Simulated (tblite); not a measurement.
Compound: C₆H₁₄BP.
Numbering: `[BH3-:1][P@H+:2]1[CH2:3][CH2:4][C:5]([CH3:6])=[C:7]1[CH3:8]` (hydrogens: H9, H10, H11 on B1; H12 on P2; H13, H14 on C3; H15, H16 on C4; H17, H18, H19 on C6; H20, H21, H22 on C8)
Bond orders are those of one Lewis drawing.

Computed with GFN2-xTB (tblite), gas phase: L-BFGS steps from a force-field or distance-geometry start until the largest atomic force falls under 0.01 eV/Å.

Step 1: E = -645.3881 eV
```
atom  x, y, z in Å  |  force x, y, z in eV/Å
B1     -2.7942    0.3543   -0.1616   -1.594   0.485  -0.025
P2     -1.2519   -0.6394   -0.3656   -0.864   0.843   0.448
C3     -0.3554   -0.1008   -1.8669    0.155  -0.308   0.548
C4      1.0766   -0.4053   -1.4585    0.376   0.014  -0.042
C5      1.2621   -0.0685   -0.0024   -0.765  -0.104   0.436
C6      2.5949    0.3216    0.5274    0.277   0.007   0.025
C7      0.1281   -0.1583    0.7171    0.588  -0.367  -0.267
C8     -0.0617    0.1156    2.1690   -0.220  -0.029   0.367
H9     -3.4374    0.0094    0.7835    0.232  -0.068   0.196
H10    -2.5768    1.5257   -0.1581    0.511  -0.012   0.199
H11    -3.4621    0.1464   -1.1349    0.049  -0.290  -0.237
H12    -1.4192   -2.0422   -0.3560    0.590   0.207  -0.139
H13    -0.4738    1.0014   -1.8990   -0.273  -0.583  -0.228
H14    -0.6852   -0.6040   -2.7806    0.090   0.292   0.099
H15     1.7395    0.2075   -2.0303    0.761   0.108  -0.608
H16     1.2807   -1.4662   -1.5997    0.253  -0.069  -0.180
H17     3.3619   -0.4020    0.2167   -0.231   0.140   0.110
H18     2.5642    0.3700    1.6264    0.179   0.094  -0.530
H19     2.8912    1.2924    0.1106   -0.050  -0.139   0.232
H20    -0.7766   -0.6097    2.5697    0.136   0.096   0.053
H21    -0.4903    1.1106    2.3526    0.070  -0.217  -0.251
H22     0.8748    0.0609    2.7398   -0.268  -0.098  -0.205
```

Step 2: E = -645.5545 eV
```
atom  x, y, z in Å  |  force x, y, z in eV/Å
B1     -2.8398    0.3668   -0.1622   -0.767   0.481  -0.040
P2     -1.2788   -0.6144   -0.3534   -0.254   0.306   0.283
C3     -0.3578   -0.1056   -1.8520    0.460  -0.504   0.236
C4      1.0996   -0.4062   -1.4698   -0.531   0.180   0.656
C5      1.2545   -0.0679    0.0104    0.204  -0.165  -0.554
C6      2.6043    0.3200    0.5218   -0.474   0.101   0.300
C7      0.1337   -0.1694    0.7188   -0.277  -0.191   0.293
C8     -0.0712    0.1156    2.1801    0.330  -0.177  -0.330
H9     -3.4296    0.0078    0.7874   -0.113  -0.094   0.437
H10    -2.5625    1.5252   -0.1528    0.318   0.032   0.170
H11    -3.4593    0.1386   -1.1402   -0.233  -0.244  -0.420
H12    -1.4032   -2.0382   -0.3597    0.494   0.452  -0.097
H13    -0.4810    0.9832   -1.9052   -0.222  -0.203  -0.175
H14    -0.6823   -0.5960   -2.7785    0.059   0.216   0.224
H15     1.7563    0.2073   -2.0431    0.707   0.152  -0.556
H16     1.2864   -1.4659   -1.6037    0.327  -0.165  -0.185
H17     3.3527   -0.3956    0.2212    0.190  -0.265  -0.107
H18     2.5686    0.3725    1.6133    0.214   0.088  -0.245
H19     2.8890    1.2868    0.1181    0.036   0.136   0.032
H20    -0.7705   -0.6053    2.5694   -0.227  -0.231   0.262
H21    -0.4870    1.1021    2.3451   -0.124   0.180  -0.154
H22     0.8676    0.0581    2.7340   -0.116  -0.084  -0.031
```

Step 3: E = -645.6572 eV
```
atom  x, y, z in Å  |  force x, y, z in eV/Å
B1     -2.8843    0.3838   -0.1632   -0.139   0.326  -0.039
P2     -1.3020   -0.5920   -0.3401    0.207  -0.068   0.116
C3     -0.3527   -0.1173   -1.8380    0.293  -0.238   0.078
C4      1.1083   -0.4038   -1.4678   -0.322   0.206   0.340
C5      1.2586   -0.0695    0.0079   -0.557  -0.231  -0.078
C6      2.6015    0.3202    0.5219   -0.344   0.014   0.064
C7      0.1280   -0.1806    0.7290    0.326  -0.009  -0.448
C8     -0.0720    0.1125    2.1810    0.187  -0.183  -0.284
H9     -3.4263    0.0051    0.7979   -0.315  -0.060   0.494
H10    -2.5471    1.5255   -0.1461    0.123   0.082   0.135
H11    -3.4616    0.1289   -1.1513   -0.389  -0.159  -0.444
H12    -1.3836   -2.0274   -0.3639    0.367   0.557  -0.042
H13    -0.4898    0.9669   -1.9125   -0.134  -0.062  -0.102
H14    -0.6792   -0.5869   -2.7730    0.043   0.040   0.236
H15     1.7793    0.2090   -2.0607    0.234  -0.145  -0.165
H16     1.2960   -1.4681   -1.6096    0.309  -0.010  -0.128
H17     3.3495   -0.3958    0.2224    0.226  -0.272  -0.136
H18     2.5754    0.3759    1.6008    0.148   0.079   0.181
H19     2.8879    1.2853    0.1238    0.055   0.227  -0.066
H20    -0.7704   -0.6064    2.5737   -0.270  -0.244   0.296
H21    -0.4869    1.0994    2.3371   -0.146   0.225  -0.117
H22     0.8609    0.0547    2.7297    0.097  -0.076   0.110
```

Step 4: E = -645.7120 eV
```
atom  x, y, z in Å  |  force x, y, z in eV/Å
B1     -2.9124    0.3989   -0.1645    0.084   0.041  -0.003
P2     -1.3121   -0.5801   -0.3306    0.284  -0.144  -0.054
C3     -0.3471   -0.1264   -1.8286    0.091   0.038  -0.016
C4      1.1125   -0.3992   -1.4648   -0.138  -0.009   0.063
C5      1.2518   -0.0737    0.0075   -0.029  -0.093  -0.173
C6      2.5953    0.3198    0.5205   -0.098  -0.059  -0.011
C7      0.1301   -0.1873    0.7269   -0.067   0.036  -0.179
C8     -0.0711    0.1077    2.1776   -0.011  -0.128  -0.129
H9     -3.4297    0.0026    0.8123   -0.302   0.046   0.296
H10    -2.5362    1.5272   -0.1399   -0.008   0.115   0.102
H11    -3.4696    0.1206   -1.1652   -0.346  -0.049  -0.251
H12    -1.3659   -2.0118   -0.3670    0.279   0.476  -0.001
H13    -0.4970    0.9557   -1.9184   -0.068  -0.008  -0.045
H14    -0.6765   -0.5813   -2.7659    0.019  -0.116   0.170
H15     1.7947    0.2058   -2.0718   -0.016  -0.231   0.067
H16     1.3066   -1.4685   -1.6148    0.261   0.155  -0.060
H17     3.3506   -0.3997    0.2213    0.057  -0.120  -0.095
H18     2.5816    0.3793    1.5980    0.095   0.054   0.241
H19     2.8880    1.2879    0.1262   -0.006   0.127  -0.083
H20    -0.7741   -0.6105    2.5808   -0.136  -0.109   0.182
H21    -0.4890    1.1009    2.3302   -0.067   0.044  -0.139
H22     0.8592    0.0514    2.7293    0.121  -0.065   0.117
```

**Question.** Estimate the geometry and energy of step 5. (The exact step hangs on the optimiser's Hessian estimate; all steps are aligned on step 4, rigid shifts and turns removed.)

**Answer.** E = -645.7379 eV, largest force 0.362 eV/Å
```
atom  x, y, z in Å  |  force x, y, z in eV/Å
B1     -2.9256    0.4067   -0.1651    0.110  -0.155   0.008
P2     -1.3125   -0.5762   -0.3270    0.131  -0.005  -0.128
C3     -0.3430   -0.1298   -1.8240   -0.053   0.122  -0.069
C4      1.1127   -0.3978   -1.4629    0.051  -0.067  -0.137
C5      1.2494   -0.0770    0.0038    0.085  -0.006   0.004
C6      2.5914    0.3183    0.5197    0.092  -0.022   0.011
C7      0.1287   -0.1902    0.7237   -0.050   0.053  -0.058
C8     -0.0715    0.1032    2.1744   -0.059  -0.069   0.045
H9     -3.4366    0.0025    0.8243   -0.216   0.132   0.076
H10    -2.5309    1.5302   -0.1349   -0.083   0.083   0.074
H11    -3.4796    0.1157   -1.1762   -0.236   0.042  -0.027
H12    -1.3518   -1.9954   -0.3685    0.233   0.277   0.011
H13    -0.5018    0.9497   -1.9222   -0.026   0.048  -0.020
H14    -0.6749   -0.5808   -2.7594    0.001  -0.194   0.101
H15     1.8020    0.1999   -2.0761   -0.116  -0.217   0.149
H16     1.3167   -1.4654   -1.6185    0.208   0.140  -0.030
H17     3.3514   -0.4032    0.2192   -0.049  -0.012  -0.055
H18     2.5864    0.3819    1.6005    0.053   0.022   0.119
H19     2.8877    1.2910    0.1260   -0.058  -0.015  -0.053
H20    -0.7779   -0.6140    2.5873   -0.029  -0.006   0.082
H21    -0.4909    1.1016    2.3240   -0.007  -0.096  -0.142
H22     0.8603    0.0486    2.7311    0.019  -0.054   0.039
```

The energy changes by -0.0258 eV. The first-order estimate −F·Δx gives -0.0381 eV and the mean of the old and new forces, exact on a quadratic surface, -0.0258 eV. The step makes an angle of 43° with the force vector and moves no atom by more than 0.022 Å.
